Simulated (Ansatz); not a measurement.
Molecule: C$_{4}$H$_{9}$O$_{2}$ (charge 0, doublet). It need not be the lowest isomer of its formula. SMILES: C(C)(O[CH2])OC
Geometry from a B3LYP-D3(BJ)/def2-TZVP (Ansatz, a first-principles code) optimisation:
```
C
O 1 1.3832
H 1 1.1021 2 110.51
C 2 1.4210 1 114.31 3 50.26
H 4 1.0877 2 106.69 1 -175.47
H 4 1.0917 5 109.63 2 120.55
H 4 1.0964 5 109.27 6 119.62
O 1 1.4393 3 106.94 2 117.66
C 8 1.3525 1 116.16 3 34.31
H 9 1.0788 8 114.04 1 -179.51
H 9 1.0847 10 121.58 8 -152.54
C 1 1.5099 3 111.74 2 -121.44
H 12 1.0897 1 109.88 3 -60.60
H 12 1.0898 13 109.14 1 119.86
H 12 1.0899 13 109.28 14 119.29
```
Charge 0, spin multiplicity 2.

Wanted: atomisation energy (electronic, to ground-state atoms), in kJ/mol. Valence correlation only, unless marked. UHF or UKS for open shells. Spin-orbit coupling is left out. Non-relativistic. The coupled-cluster limit lacks core correlation, which all-electron functionals hold. CBS(X,Y): correlation extrapolated as X^-3; Hartree-Fock from the larger set. The bracket is a focal-point correction in the basis named.

```csv
level,program,atomisation energy (kJ/mol)
B3LYP-D4/def2-TZVPD,Ansatz + dftd4,5791.7
PBE0-D4/def2-TZVP,Ansatz + dftd4,5818.6
BHLYP-D3(BJ)/def2-TZVPD,Ansatz + dftd3,5609.3
r2SCANh-D4/def2-TZVPD,Ansatz + dftd4,5776.9
MP2/6-31G,Ansatz,4882.4
SCS-MP2/cc-pVTZ,Ansatz,5695.7
CCSD/cc-pVDZ,Ansatz,5292.3
CCSD(T)/STO-3G,Ansatz,5682.8
CCSD(T)/cc-pwCVTZ,Ansatz,5647.7
"RI-MP2/CBS(cc-pVTZ,cc-pVQZ)+[CCSD(T)-MP2]/cc-pVTZ",Ansatz,5788.7
```
